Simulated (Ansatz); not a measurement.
Z-matrix (Å, degrees):
```
C
C 1 1.488
H 1 1.093 2 110.7
H 1 1.095 2 110.3 3 -118.1
H 1 1.092 2 111.7 3 121.7
C 2 1.339 1 124.4 3 -125.4
H 2 1.086 1 116.4 3 55.6
H 6 1.085 2 121.6 1 -176.0
H 6 1.086 2 121.5 1 -1.7
H 7 2.691 2 84.3 1 -84.9
In 10 1.854 7 95.4 2 -45.0
```

Total charge 0; spin multiplicity 1. In takes the def2 core potential. The bonds changed during the relaxation, so this is another structure than the one it started from.

Problem. List the PBE/def2-TZVPP orbital energies in eV (the Gaussian-basis code of Ansatz). (Best estimate.)

Solution. Computed: Occupied: -269.58, -269.17, -269.03, -121.04, -78.72, -78.65, -78.40, -19.96, -17.91, -17.90, -17.68, -17.67, -17.62, -17.23, -13.95, -11.84, -10.64, -10.47, -9.23, -8.76, -8.66, -6.62, -4.54. Lowest empty: -2.13, -1.58, -0.71, 0.71, 0.80, 1.25, 1.48, 1.89.
